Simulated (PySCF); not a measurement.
# Computed properties of C3H6OSi, SMILES [SiH2](CO)C#C

C3H6OSi, SMILES C#C[SiH2]CO. Geometry optimised at TPSSh-D3(BJ)/def2-SVP. This is a generated structure with no PubChem entry under its InChIKey; it may be hypothetical. Other conformers were not sampled. All values are computed for the isolated molecule unless a solvent is named; none is compared with measurement here.

**Structure.** All 27 harmonic modes at TPSSh-D3(BJ)/def2-SVP (PySCF) are real, so it is a minimum. With heavy atoms numbered as in [CH:1]#[C:2][SiH2:3][CH2:4][OH:5], the shortest bond between them is C1–C2 at 1.220 Å and the longest Si3–C4 at 1.898 Å.

**Vibrations.** The strongest infrared lines (harmonic, unscaled, degenerate partners summed) lie at 904 cm⁻¹ (212 km/mol, H 76 %, Si 12 %, C 11 %), 2251 cm⁻¹ (112 km/mol, H 97 %), 954 cm⁻¹ (108 km/mol, H 95 %). The softest mode is at 77 cm⁻¹ and the zero-point energy is 48.8 kcal/mol.

**Electronic structure.** HF/def2-TZVP (PySCF) places the frontier levels at -10.70 and 3.11 eV, a gap of 13.81 eV, and gives a dipole moment of 1.86 D and a mean polarisability of 59.8 bohr³. PBE/def2-TZVP (PySCF) at the same geometry gives -6.45 and -1.06 eV, so its gap is 8.42 eV narrower. An orbital gap is neither the optical nor the fundamental gap.

**Excitations.** TDA-PBE0/def2-SVPD (PySCF) has S1 at 5.98 eV (207 nm, f = 0.000, dark); the most intense of the 10 singlets computed lies at 7.73 eV (f = 0.08). T1 (TDA) is at 4.77 eV, 1.21 eV under S1. TDA-PBE/def2-SVPD (PySCF) puts S1 at 5.52 eV. No vertical singlet excitation falls in the visible range (under 3.1 eV).

**NMR.** GIAO shifts at PBE0/pcSseg-1 (PySCF) (non-relativistic, atoms alike by connectivity averaged): ¹³C from 57.2 to 107.0 ppm against TMS; ¹H from 0.5 to 4.5 ppm against TMS; ²⁹Si at -64.5 ppm against TMS.

**Solvation.** SMD-ωB97X/6-31G* (PySCF) gives -4.4 kcal/mol in water, -4.5 kcal/mol in chloroform, -2.6 kcal/mol in toluene (1 M in both phases, gas-phase geometry); of these solvents chloroform holds the molecule best.
